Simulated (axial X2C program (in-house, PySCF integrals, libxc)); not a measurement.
Correcting the dissociation energy of TeCl⁺ for spin–orbit coupling

A spin-free PBE0 curve (one-electron X2C) was computed with an axial X2C code built on PySCF integrals, basis Te dyall-cv3z [11s12p8d4f1g], Cl dyall-av3z [9s8p3d2f] (cores contracted in-house), for the state M_S = 1, Λ = 0 (beyond evenly filled blocks: π+α, π-α). It gives D0 = 2.889 eV to Te+ + Cl, which in a spin-free picture are the weighted means of the ground terms.

Measured levels of the ground terms (NIST Handbook of Basic Atomic Spectroscopic Data), in cm⁻¹: Te+ 4S: J = 3/2 at 0; Cl 2P: J = 3/2 at 0, J = 1/2 at 882.4.

The molecular state has Λ = 0, so it has no first-order lowering.

Q: How far does each ground level lie under the (2J+1)-weighted mean of its term?

A: Te+: a single level, 0; Cl: (4 × 0 + 2 × 882.4)/6 = 294 cm⁻¹.

Q: Correct D0.

A: D0 = 2.889 + (0 − 294)/8065.5 = 2.853 eV at PBE0 with these spin–orbit terms.

Second-order spin–orbit effects in the molecule, which grow quickly with Z, are left out. The state is one determinant whose occupation by symmetry is held fixed; it was picked as the lowest of a PBE0 search that is not exhaustive. De is counted from the lowest determinant-based energies of the atoms at the same level, without counterpoise correction. Other states lie close and PBE0, whose exact exchange favours high spin, may order them wrongly; the determinant shown need not be the ground state. The nearest other spin-free determinant of the search, M_S = 0, Λ = 2, lies 0.82 eV up at the distance of the search.
